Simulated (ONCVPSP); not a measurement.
# Br: one change to an ONCV potential, before and after

ONCVPSP 4.0.1 input, shortened (lines: element, Z, core and valence counts, functional; n l f; lmax; l rc ep ncon nbas qcut; lloc lpopt rc5 dvloc0; l nproj debl; icmod fcfact rcfact), PW91, scalar-relativistic:

```
  Br 35.00    3    5  -109134      upf
    1    0    2.00
    2    0    2.00
    2    1    6.00
    3    0    2.00
    3    1    6.00
    3    2   10.00
    4    0    2.00
    4    1    3.00
    2
    0    0.90    0.00    4    8   10.30
    1    1.00    0.00    3    7   13.30
    2    1.00    0.00    4    9   18.00
    4    2    0.80    2.00
    0    2    2.90
    1    3    3.00
    2    2    2.60
    3    2.75    1.65
```

In the d channel the program set the typed energies aside and used -3.341, 0.250 Ha.

All-electron outer shells of the reference configuration (PW91, scalar-relativistic, ld1.x):

```csv
shell,level (eV),outermost node (bohr),outermost maximum (bohr)
2s,-1757.79,0.06,0.16
2p,-1553.51,–,0.13
3s,-262.22,0.23,0.48
3p,-197.70,0.21,0.48
3d,-90.91,–,0.43
4s,-41.94,0.67,1.39
4p,-28.31,0.70,1.58
```

Change: d: qcut 15.

Cutoffs: the cutoffs (Ha) at which the residual kinetic energy of the hardest occupied pseudo-wave falls to 1 and 0.1 mHa per electron; they do not see the model core or the augmentation charge, which bear on the density cutoff. Errors are all-electron minus pseudo energies relative to the spin-unpolarised reference configuration.

Q: What does the change do?

A: The potential gets softer (121 Ha and 192 Ha → 99 Ha and 192 Ha); the errors of the 4 common tests hardly move; neither file shows a bound ghost. The waves are optimised to have the least kinetic energy above qcut, so the cutoff follows it (qcut²/2 in Ha).

| quantity | base | changed |
| --- | --- | --- |
| cutoff, loose | 121 Ha | 99 Ha |
| cutoff, tight | 192 Ha | 192 Ha |
| loose cutoff by channel | s 52 Ha, p 67 Ha, d 121 Ha | s 52 Ha, p 67 Ha, d 99 Ha |
| bound ghosts | none | none |
| GHOST(+) flags under 300 eV | none | none |
| error for 3s2 3p6 3d10 4s2 4p5, meV [ΔE -35.44 eV] | +6.0 | +6.0 |
| error for 3s2 3p6 3d10 4s2 4p4, meV [ΔE -22.83 eV] | +3.9 | +3.8 |
| error for 3s2 3p6 3d10 4s2 4p2, meV [ΔE 34.07 eV] | -5.7 | -5.9 |
| error for 3s2 3p6 3d10 4s2 4p4.5, meV [ΔE -30.34 eV] | +5.1 | +5.1 |
| s: phases at 0.91 bohr within 0.05 rad from the reference energy up to (Ha; the scan ends near 5) | to the end of the scan | to the end of the scan |
| p: phases at 1.01 bohr within 0.05 rad from the reference energy up to (Ha; the scan ends near 5) | to the end of the scan | to the end of the scan |
| d: phases at 1.01 bohr within 0.05 rad from the reference energy up to (Ha; the scan ends near 5) | to the end of the scan | to the end of the scan |
| rms error of d²Exc/dni dnj with the model core, mHa | 2.07 | 2.00 |
